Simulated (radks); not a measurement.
Results of a calculation; reference values are marked as such.
Cd II, 47 electrons, occupied as [Kr] 4d10 5s1. Level of theory: Dirac Kohn-Sham, LDA (Slater exchange, Perdew-Wang correlation), spin-unpolarised, spherical densities, finite nucleus; Fermi nuclear charge, rms radius 4.6087 fm (a radial shooting solver on a logarithmic mesh with Libxc functionals).

Unscreened Slater integrals over Kohn-Sham orbitals (hartree). Large and small components are both included.

integral,value
"F0(5s1/2,5s1/2)",0.34419
"F0(5s1/2,4d5/2)",0.42113
"G2(5s1/2,4d5/2)",0.068549
"F0(5s1/2,4d3/2)",0.42206
"G2(5s1/2,4d3/2)",0.066073
"F0(5s1/2,4p3/2)",0.43540
"G1(5s1/2,4p3/2)",0.026458
"F0(4d5/2,4d5/2)",0.71037
"F2(4d5/2,4d5/2)",0.34900
"F4(4d5/2,4d5/2)",0.22687
"F0(4d5/2,4d3/2)",0.71559
"F2(4d5/2,4d3/2)",0.35166
"G2(4d5/2,4d3/2)",0.35145
"G4(4d5/2,4d3/2)",0.22856
"F0(4d5/2,4p3/2)",0.79981
"F2(4d5/2,4p3/2)",0.39092
"G1(4d5/2,4p3/2)",0.49265
"G3(4d5/2,4p3/2)",0.30020
"F0(4d3/2,4d3/2)",0.72092
"F2(4d3/2,4d3/2)",0.35447
"F0(4d3/2,4p3/2)",0.80708
"F2(4d3/2,4p3/2)",0.39617
"G1(4d3/2,4p3/2)",0.50057
"G3(4d3/2,4p3/2)",0.30523
"F0(4p3/2,4p3/2)",0.92791
"F2(4p3/2,4p3/2)",0.48437
